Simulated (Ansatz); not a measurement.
A trace of molecular dynamics of AlClH5NOSi (10 atoms, charge 0, multiplicity 1).

The calculation used Ansatz 0.2.0, RKS PBE-D4/6-31G.

- ensemble: NVE (velocity Verlet)
- starting velocities drawn for: 700 K
- seed: 362800

```
time (fs)  T (K)  potential energy less start (eV)  conserved less start (meV/atom)
      0.0    700                             0.000                             0.00
     10.0    326                             0.390                             0.42
     20.0    436                             0.281                             0.81
     30.0    242                             0.484                             0.99
     40.0    212                             0.514                             0.97
     50.0    315                             0.408                             0.92
     60.0    304                             0.417                             0.78
     70.0    399                             0.318                             0.62
     80.0    414                             0.300                             0.42
     90.0    375                             0.338                             0.28
    100.0    371                             0.345                             0.47
    110.0    311                             0.407                             0.48
    120.0    307                             0.416                             0.99
    130.0    391                             0.331                             1.11
    140.0    266                             0.458                             0.91
    150.0    521                             0.188                             0.32
    160.0    240                             0.477                             0.15
    170.0    405                             0.309                             0.37
    180.0    252                             0.470                             0.66
    190.0    280                             0.443                             0.82
    200.0    377                             0.344                             0.94
    210.0    358                             0.362                             0.90
    220.0    444                             0.272                             0.77
    230.0    330                             0.389                             0.66
    240.0    273                             0.446                             0.48
    250.0    354                             0.362                             0.51
```

Q: Can this run be trusted? Judge the integration.

A: The conserved energy stayed within 1.4 meV per atom of its start (net change 0.51 meV per atom), so the integration is sound. Over the second half the temperature averaged 0.49 of the 700 K drawn at the start: a run that starts near a minimum puts about half its kinetic energy into the potential. A run of 0.25 ps of so small a system gives no equilibrium averages. Limits of this set-up: no polarisation functions. The time step was 1 fs.

Run time: 16 min on 1 thread of Arm Neoverse V1, with other jobs on the host, peak memory 0.1 GiB.
